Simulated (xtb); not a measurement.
xtb input:

```bash
xtb mol.xyz --gfn 2 --ohess tight --chrg 1 --uhf 0
```
mol.xyz:
```
2

Hg    -0.67044320    -0.68572368    -0.59922039
Cl     0.61739868     0.65632514     0.57873510
```

Which total energy does the run end on?

-4.83410 Eh (GFN2-xTB).
